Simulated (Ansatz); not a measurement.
Relaxation of `C[Si](C)(C)C#Cc1ccc(-c2ccc(-c3ccc(C#C[Si](C)(C)C)s3)s2)s1` with RKS PBE-D4/def2-SVP.

```sh
$ ansatz run in.yaml --threads 2 --pin off --events-out ev --progress --plain --max-ram 32768MiB --backend cuda --devices 0, --max-vram 18GiB
```

```yaml
crystal:
  periodic: [false, false, false]
  atoms:
    - {symbol: C, position_ang: [-9.809890, 0.987320, -1.801400]}
    - {symbol: Si, position_ang: [-9.444350, 0.657760, 0.039930]}
    - {symbol: C, position_ang: [-9.828610, 2.192770, 1.102670]}
    - {symbol: C, position_ang: [-10.430230, -0.849740, 0.663830]}
    - {symbol: C, position_ang: [-7.635040, 0.273640, 0.207610]}
    - {symbol: C, position_ang: [-6.458040, 0.008990, 0.326710]}
    - {symbol: C, position_ang: [-5.108030, -0.307210, 0.475850]}
    - {symbol: C, position_ang: [-4.573100, -1.365580, 1.170310]}
    - {symbol: C, position_ang: [-3.176500, -1.402990, 1.130520]}
    - {symbol: C, position_ang: [-2.622420, -0.375210, 0.402590]}
    - {symbol: C, position_ang: [-1.245700, -0.113890, 0.157550]}
    - {symbol: C, position_ang: [-0.689530, 0.907970, -0.576360]}
    - {symbol: C, position_ang: [0.706360, 0.867880, -0.619260]}
    - {symbol: C, position_ang: [1.246100, -0.184990, 0.082380]}
    - {symbol: C, position_ang: [2.617490, -0.526040, 0.247330]}
    - {symbol: C, position_ang: [3.151270, -1.575720, 0.959140]}
    - {symbol: C, position_ang: [4.547410, -1.624330, 0.916500]}
    - {symbol: C, position_ang: [5.102220, -0.612130, 0.170830]}
    - {symbol: C, position_ang: [6.456390, -0.381770, -0.067800]}
    - {symbol: C, position_ang: [7.636290, -0.189990, -0.268930]}
    - {symbol: Si, position_ang: [9.449930, 0.077780, -0.563930]}
    - {symbol: C, position_ang: [9.635750, 1.442600, -1.880570]}
    - {symbol: C, position_ang: [10.202180, -1.565510, -1.170990]}
    - {symbol: C, position_ang: [10.252130, 0.595820, 1.086500]}
    - {symbol: S, position_ang: [3.871620, 0.427410, -0.496260]}
    - {symbol: S, position_ang: [-0.007790, -1.149890, 0.814580]}
    - {symbol: S, position_ang: [-3.856840, 0.666400, -0.250030]}
    - {symbol: H, position_ang: [-10.857670, 1.224600, -1.962960]}
    - {symbol: H, position_ang: [-9.221710, 1.819600, -2.176060]}
    - {symbol: H, position_ang: [-9.571000, 0.119290, -2.408670]}
    - {symbol: H, position_ang: [-9.237950, 3.047790, 0.788530]}
    - {symbol: H, position_ang: [-10.875870, 2.472740, 1.033910]}
    - {symbol: H, position_ang: [-9.605960, 2.009940, 2.149550]}
    - {symbol: H, position_ang: [-11.501060, -0.683210, 0.587800]}
    - {symbol: H, position_ang: [-10.194710, -1.739440, 0.087810]}
    - {symbol: H, position_ang: [-10.203570, -1.064620, 1.703800]}
    - {symbol: H, position_ang: [-5.184890, -2.081250, 1.689420]}
    - {symbol: H, position_ang: [-2.579830, -2.155530, 1.615170]}
    - {symbol: H, position_ang: [-1.285940, 1.657650, -1.066030]}
    - {symbol: H, position_ang: [1.313990, 1.583560, -1.145180]}
    - {symbol: H, position_ang: [2.539000, -2.282140, 1.491300]}
    - {symbol: H, position_ang: [5.144290, -2.369290, 1.411470]}
    - {symbol: H, position_ang: [10.680080, 1.648420, -2.097580]}
    - {symbol: H, position_ang: [9.178180, 2.370610, -1.551350]}
    - {symbol: H, position_ang: [9.156730, 1.155900, -2.811870]}
    - {symbol: H, position_ang: [10.073620, -2.350560, -0.431960]}
    - {symbol: H, position_ang: [11.266560, -1.468110, -1.365560]}
    - {symbol: H, position_ang: [9.728970, -1.901040, -2.088690]}
    - {symbol: H, position_ang: [11.317110, 0.777770, 0.972430]}
    - {symbol: H, position_ang: [10.129900, -0.177880, 1.838730]}
    - {symbol: H, position_ang: [9.802650, 1.503860, 1.476710]}
basis:
  gaussian: {orbitals: def2-SVP, fitting: {mean_field: def2-universal-jkfit}}
hamiltonian: {xc: pbe, dispersion: d4}
scf: {lower_state_search: "off"}
output: {orbitals: {seedname: orbitals}}
relax: {f_tol: 0.03, max_steps: 70}
```

It took 25 s on 2 threads of AMD EPYC 7R13 on a shared host and a share (18 GiB) of an NVIDIA H100 80GB HBM3, peak host memory 1.1 GiB.

Positions (Å) and forces (eV/Å) at steps 1, 2, 3, 4, 6 of 6:

```xyz
51
step=1 energy=-71383.6095 eV
C    -9.810    0.987   -1.801    0.174   -0.150    0.906
Si   -9.444    0.658    0.040   -0.053    0.005    0.000
C    -9.829    2.193    1.103    0.181   -0.743   -0.533
C   -10.430   -0.850    0.664    0.500    0.728   -0.306
C    -7.635    0.274    0.208   -2.700    0.591   -0.272
C    -6.458    0.009    0.327    1.841   -0.333    0.139
C    -5.108   -0.307    0.476   -0.356    0.472   -0.322
C    -4.573   -1.366    1.170    0.270   -0.326    0.228
C    -3.176   -1.403    1.131   -0.203   -0.172    0.121
C    -2.622   -0.375    0.403    0.062    0.416   -0.285
C    -1.246   -0.114    0.158   -0.043   -0.346    0.246
C    -0.690    0.908   -0.576    0.158    0.173   -0.133
C     0.706    0.868   -0.619   -0.151    0.183   -0.116
C     1.246   -0.185    0.082    0.045   -0.357    0.244
C     2.617   -0.526    0.247   -0.053    0.414   -0.288
C     3.151   -1.576    0.959    0.193   -0.182    0.115
C     4.547   -1.624    0.916   -0.281   -0.312    0.239
C     5.102   -0.612    0.171    0.364    0.453   -0.343
C     6.456   -0.382   -0.068   -1.835   -0.222    0.264
C     7.636   -0.190   -0.269    2.706    0.436   -0.469
Si    9.450    0.078   -0.564    0.068   -0.014    0.010
C     9.636    1.443   -1.881   -0.093   -0.666    0.649
C    10.202   -1.566   -1.171   -0.375    0.809    0.279
C    10.252    0.596    1.087   -0.394   -0.232   -0.815
S     3.872    0.427   -0.496   -0.062    0.221   -0.152
S    -0.008   -1.150    0.815    0.003   -0.203    0.135
S    -3.857    0.666   -0.250    0.052    0.223   -0.148
H   -10.858    1.225   -1.963   -0.785    0.169   -0.036
H    -9.222    1.820   -2.176    0.457    0.617   -0.210
H    -9.571    0.119   -2.409    0.197   -0.665   -0.377
H    -9.238    3.048    0.789    0.465    0.589   -0.285
H   -10.876    2.473    1.034   -0.794    0.144   -0.109
H    -9.606    2.010    2.150    0.192   -0.207    0.745
H   -11.501   -0.683    0.588   -0.772    0.208   -0.087
H   -10.195   -1.739    0.088    0.221   -0.613   -0.463
H   -10.204   -1.065    1.704    0.210   -0.099    0.761
H    -5.185   -2.081    1.689   -0.497   -0.532    0.384
H    -2.580   -2.156    1.615    0.469   -0.594    0.383
H    -1.286    1.658   -1.066   -0.461    0.589   -0.385
H     1.314    1.584   -1.145    0.466    0.556   -0.408
H     2.539   -2.282    1.491   -0.477   -0.562    0.426
H     5.144   -2.369    1.411    0.484   -0.551    0.360
H    10.680    1.648   -2.098    0.792    0.091   -0.097
H     9.178    2.371   -1.551   -0.350    0.648    0.305
H     9.157    1.156   -2.812   -0.370   -0.277   -0.650
H    10.074   -2.351   -0.432   -0.129   -0.527    0.585
H    11.267   -1.468   -1.366    0.782    0.157   -0.116
H     9.729   -1.901   -2.089   -0.391   -0.186   -0.673
H    11.317    0.778    0.972    0.780    0.113   -0.171
H    10.130   -0.178    1.839   -0.129   -0.602    0.496
H     9.803    1.504    1.477   -0.373    0.667    0.227
51
step=2 energy=-71384.0307 eV
C    -9.869    1.002   -1.796    0.062   -0.061    0.298
Si   -9.510    0.669    0.036   -0.002    0.000    0.000
C    -9.889    2.201    1.088    0.058   -0.251   -0.166
C   -10.486   -0.834    0.657    0.148    0.248   -0.105
C    -7.711    0.275    0.210   -0.160    0.049   -0.031
C    -6.513   -0.002    0.337    0.005    0.035   -0.017
C    -5.156   -0.327    0.491   -0.256    0.115   -0.048
C    -4.607   -1.394    1.195    0.183   -0.171    0.089
C    -3.199   -1.426    1.148   -0.107   -0.087    0.073
C    -2.644   -0.385    0.410    0.027    0.108   -0.072
C    -1.258   -0.109    0.153   -0.040   -0.068    0.041
C    -0.696    0.923   -0.590    0.068    0.089   -0.059
C     0.712    0.883   -0.632   -0.065    0.088   -0.058
C     1.258   -0.181    0.077    0.038   -0.072    0.045
C     2.638   -0.537    0.254   -0.024    0.106   -0.073
C     3.173   -1.600    0.975    0.100   -0.096    0.063
C     4.581   -1.655    0.936   -0.187   -0.150    0.113
C     5.149   -0.633    0.183    0.258    0.093   -0.079
C     6.510   -0.394   -0.063    0.000    0.035   -0.020
C     7.712   -0.192   -0.272    0.157    0.036   -0.039
Si    9.517    0.083   -0.571    0.008   -0.001    0.005
C     9.694    1.443   -1.879   -0.041   -0.222    0.209
C    10.261   -1.552   -1.181   -0.112    0.272    0.097
C    10.311    0.607    1.070   -0.122   -0.087   -0.272
S     3.909    0.406   -0.483   -0.062    0.156   -0.109
S    -0.009   -1.142    0.804    0.003   -0.137    0.099
S    -3.897    0.648   -0.232    0.059    0.150   -0.116
H   -10.934    1.244   -1.951   -0.204    0.047   -0.024
H    -9.265    1.849   -2.165    0.104    0.154   -0.064
H    -9.622    0.117   -2.405    0.040   -0.156   -0.114
H    -9.284    3.061    0.758    0.106    0.153   -0.064
H   -10.954    2.477    1.012   -0.205    0.049   -0.019
H    -9.656    2.008    2.149    0.039   -0.030    0.192
H   -11.571   -0.655    0.576   -0.210    0.034   -0.014
H   -10.239   -1.732    0.065    0.043   -0.157   -0.108
H   -10.248   -1.045    1.713    0.040   -0.034    0.189
H    -5.226   -2.122    1.723   -0.131   -0.132    0.097
H    -2.588   -2.188    1.637    0.116   -0.155    0.100
H    -1.301    1.685   -1.087   -0.112    0.154   -0.101
H     1.330    1.610   -1.165    0.113    0.146   -0.106
H     2.548   -2.315    1.515   -0.116   -0.148    0.111
H     5.185   -2.413    1.438    0.129   -0.137    0.090
H    10.757    1.646   -2.093    0.205    0.035   -0.036
H     9.226    2.380   -1.534   -0.078    0.168    0.063
H     9.203    1.143   -2.820   -0.083   -0.052   -0.171
H    10.124   -2.345   -0.427   -0.020   -0.145    0.135
H    11.341   -1.442   -1.375    0.208    0.022   -0.035
H     9.774   -1.880   -2.114   -0.086   -0.052   -0.166
H    11.392    0.788    0.943    0.207    0.032   -0.027
H    10.180   -0.180    1.831   -0.019   -0.138    0.140
H     9.849    1.532    1.452   -0.082    0.165    0.061
51
step=3 energy=-71384.0640 eV
C    -9.889    1.007   -1.791    0.026   -0.010    0.038
Si   -9.526    0.672    0.035   -0.034    0.000    0.002
C    -9.912    2.201    1.081    0.021   -0.032   -0.020
C   -10.512   -0.820    0.651    0.027    0.029   -0.013
C    -7.730    0.275    0.214   -0.072    0.028   -0.019
C    -6.532   -0.007    0.345    0.085   -0.014    0.015
C    -5.174   -0.337    0.505   -0.097   -0.080    0.005
C    -4.617   -1.412    1.205    0.064    0.011    0.031
C    -3.205   -1.438    1.156   -0.025   -0.021   -0.004
C    -2.652   -0.391    0.413    0.021   -0.010   -0.005
C    -1.263   -0.107    0.149   -0.039    0.035   -0.009
C    -0.698    0.931   -0.595    0.009    0.001   -0.008
C     0.715    0.890   -0.637   -0.009    0.005   -0.004
C     1.262   -0.180    0.075    0.038    0.028   -0.014
C     2.645   -0.544    0.257   -0.021   -0.007    0.003
C     3.179   -1.613    0.983    0.021   -0.013    0.006
C     4.590   -1.672    0.946   -0.062   -0.003    0.012
C     5.167   -0.646    0.191    0.095   -0.062    0.029
C     6.529   -0.402   -0.058   -0.087   -0.009    0.014
C     7.731   -0.194   -0.271    0.074    0.020   -0.020
Si    9.532    0.084   -0.572    0.036   -0.003    0.000
C     9.712    1.441   -1.877   -0.022   -0.028    0.028
C    10.287   -1.539   -1.184   -0.026    0.032    0.012
C    10.336    0.611    1.058   -0.029   -0.010   -0.032
S     3.923    0.396   -0.478   -0.036    0.055   -0.032
S    -0.009   -1.138    0.804    0.001   -0.051    0.025
S    -3.913    0.637   -0.230    0.037    0.064   -0.016
H   -10.961    1.251   -1.940    0.003    0.000   -0.001
H    -9.284    1.860   -2.161   -0.009    0.000   -0.014
H    -9.644    0.119   -2.408   -0.007    0.011   -0.010
H    -9.308    3.068    0.745   -0.009    0.010    0.010
H   -10.985    2.473    0.999    0.004    0.001    0.001
H    -9.680    2.014    2.149   -0.007    0.015   -0.001
H   -11.602   -0.633    0.567    0.005   -0.002    0.001
H   -10.267   -1.723    0.056   -0.012   -0.008    0.009
H   -10.277   -1.033    1.713   -0.012   -0.011   -0.001
H    -5.236   -2.147    1.735   -0.003    0.009   -0.003
H    -2.588   -2.204    1.647   -0.006    0.005   -0.002
H    -1.305    1.698   -1.096    0.007   -0.004    0.002
H     1.335    1.622   -1.174   -0.007   -0.004    0.002
H     2.548   -2.331    1.526    0.008    0.003   -0.003
H     5.196   -2.436    1.452    0.003    0.008   -0.005
H    10.783    1.641   -2.088   -0.003    0.001   -0.001
H     9.245    2.385   -1.530    0.007    0.006   -0.013
H     9.221    1.142   -2.825    0.007    0.014   -0.004
H    10.152   -2.341   -0.430    0.009   -0.008   -0.011
H    11.374   -1.421   -1.375   -0.005   -0.001    0.001
H     9.801   -1.867   -2.125    0.012   -0.013   -0.001
H    11.424    0.787    0.922   -0.005   -0.001    0.001
H    10.205   -0.174    1.830    0.010    0.012    0.007
H     9.877    1.546    1.438    0.012    0.001    0.012
51
step=4 energy=-71384.0650 eV
C    -9.889    1.010   -1.791    0.006   -0.002    0.002
Si   -9.528    0.673    0.034   -0.002   -0.002   -0.002
C    -9.913    2.203    1.078    0.008   -0.004    0.000
C   -10.516   -0.817    0.648    0.003    0.004   -0.001
C    -7.733    0.272    0.213    0.027    0.003   -0.006
C    -6.534   -0.013    0.344   -0.004   -0.005    0.006
C    -5.177   -0.347    0.502   -0.042    0.003    0.093
C    -4.616   -1.413    1.214    0.021   -0.019   -0.060
C    -3.205   -1.442    1.158   -0.003    0.017    0.020
C    -2.652   -0.393    0.414    0.011    0.004    0.020
C    -1.264   -0.109    0.149   -0.023    0.012   -0.022
C    -0.698    0.929   -0.596    0.001   -0.006    0.010
C     0.715    0.888   -0.638    0.000   -0.005    0.010
C     1.263   -0.182    0.075    0.020    0.011   -0.021
C     2.645   -0.547    0.258   -0.010   -0.006    0.008
C     3.179   -1.617    0.985    0.002    0.005    0.001
C     4.589   -1.677    0.950   -0.024    0.006   -0.016
C     5.169   -0.652    0.193    0.047   -0.033    0.037
C     6.531   -0.406   -0.056    0.004   -0.001    0.003
C     7.733   -0.197   -0.270   -0.026    0.000   -0.001
Si    9.534    0.085   -0.572    0.002    0.000    0.000
C     9.711    1.442   -1.876   -0.008   -0.002    0.002
C    10.291   -1.536   -1.186   -0.004    0.003    0.002
C    10.340    0.614    1.055   -0.006   -0.003   -0.002
S     3.925    0.394   -0.475   -0.018    0.015   -0.020
S    -0.010   -1.144    0.799    0.001   -0.010    0.020
S    -3.914    0.640   -0.219    0.016   -0.010   -0.053
H   -10.962    1.255   -1.937    0.005    0.000   -0.001
H    -9.286    1.863   -2.163   -0.007   -0.006    0.001
H    -9.648    0.123   -2.412   -0.005    0.009    0.002
H    -9.312    3.072    0.743   -0.008   -0.005    0.004
H   -10.987    2.472    0.995    0.005   -0.001    0.001
H    -9.684    2.019    2.147   -0.005    0.006   -0.007
H   -11.606   -0.625    0.563    0.005   -0.001    0.001
H   -10.277   -1.723    0.054   -0.005    0.006    0.006
H   -10.286   -1.033    1.711   -0.006    0.000   -0.008
H    -5.234   -2.145    1.749    0.002    0.004   -0.010
H    -2.586   -2.206    1.650   -0.006    0.005   -0.007
H    -1.305    1.697   -1.097    0.007   -0.007    0.003
H     1.335    1.620   -1.174   -0.007   -0.005    0.005
H     2.547   -2.335    1.527    0.007    0.006   -0.004
H     5.195   -2.440    1.456   -0.001    0.007   -0.006
H    10.783    1.642   -2.087   -0.005    0.000    0.000
H     9.246    2.388   -1.530    0.006   -0.005   -0.005
H     9.222    1.146   -2.826    0.006    0.005    0.005
H    10.161   -2.341   -0.436    0.005    0.004   -0.008
H    11.378   -1.413   -1.376   -0.005   -0.001    0.001
H     9.810   -1.865   -2.129    0.007    0.001    0.007
H    11.427    0.789    0.915   -0.005    0.000    0.001
H    10.213   -0.169    1.831    0.005    0.009   -0.004
H     9.884    1.550    1.437    0.007   -0.007   -0.002
51
step=6 energy=-71384.0661 eV
C    -9.885    1.013   -1.792    0.002    0.002   -0.006
Si   -9.526    0.676    0.033   -0.001   -0.001    0.001
C    -9.913    2.206    1.074    0.001    0.006    0.003
C   -10.522   -0.810    0.645   -0.002   -0.005    0.002
C    -7.731    0.272    0.217    0.009    0.005   -0.005
C    -6.534   -0.016    0.352   -0.011   -0.007    0.009
C    -5.178   -0.350    0.512    0.004   -0.006   -0.004
C    -4.614   -1.421    1.214   -0.002    0.009   -0.001
C    -3.204   -1.446    1.161    0.004    0.000   -0.003
C    -2.652   -0.397    0.417   -0.003    0.001   -0.001
C    -1.265   -0.113    0.152    0.003    0.000    0.001
C    -0.698    0.925   -0.593   -0.002   -0.003    0.002
C     0.715    0.883   -0.634    0.002   -0.003    0.002
C     1.263   -0.186    0.078   -0.003    0.000    0.001
C     2.645   -0.552    0.261    0.003    0.000    0.000
C     3.178   -1.622    0.988   -0.004    0.001   -0.002
C     4.588   -1.683    0.953    0.002    0.006   -0.003
C     5.170   -0.659    0.199   -0.003   -0.002    0.000
C     6.531   -0.412   -0.051    0.009   -0.006    0.005
C     7.732   -0.200   -0.268   -0.008    0.002   -0.002
Si    9.532    0.087   -0.573    0.000    0.000    0.000
C     9.705    1.445   -1.877   -0.003    0.005   -0.004
C    10.296   -1.529   -1.189    0.001   -0.005   -0.003
C    10.342    0.619    1.050    0.001    0.003    0.006
S     3.925    0.388   -0.473    0.003   -0.002    0.002
S    -0.010   -1.147    0.805    0.000    0.002   -0.003
S    -3.916    0.631   -0.222   -0.003   -0.001    0.004
H   -10.957    1.259   -1.938    0.000    0.000    0.001
H    -9.283    1.866   -2.165    0.001    0.000    0.001
H    -9.646    0.127   -2.414    0.001    0.000    0.001
H    -9.313    3.076    0.740    0.000   -0.001   -0.001
H   -10.987    2.474    0.987    0.000   -0.001   -0.001
H    -9.688    2.026    2.145    0.000   -0.001   -0.001
H   -11.611   -0.613    0.556    0.000    0.002   -0.001
H   -10.287   -1.717    0.053    0.000    0.001    0.000
H   -10.298   -1.028    1.709    0.000    0.001   -0.001
H    -5.232   -2.156    1.747    0.000   -0.001    0.001
H    -2.585   -2.210    1.651    0.000   -0.001    0.001
H    -1.304    1.692   -1.094    0.000    0.000    0.000
H     1.334    1.616   -1.171    0.000    0.000    0.000
H     2.546   -2.340    1.530    0.000   -0.001    0.000
H     5.192   -2.447    1.460    0.000   -0.001    0.001
H    10.776    1.645   -2.088    0.000   -0.001    0.001
H     9.240    2.390   -1.532   -0.001   -0.001    0.001
H     9.217    1.149   -2.827   -0.001   -0.001    0.001
H    10.172   -2.337   -0.440    0.000    0.002    0.000
H    11.382   -1.400   -1.379    0.000    0.002    0.000
H     9.817   -1.861   -2.132    0.000    0.001    0.000
H    11.429    0.795    0.905    0.000    0.000   -0.002
H    10.222   -0.162    1.828    0.000    0.000   -0.001
H     9.889    1.555    1.433    0.000    0.000   -0.001
```

Single mean-field runs in def2-SVP are fitted with def2-universal-jkfit.
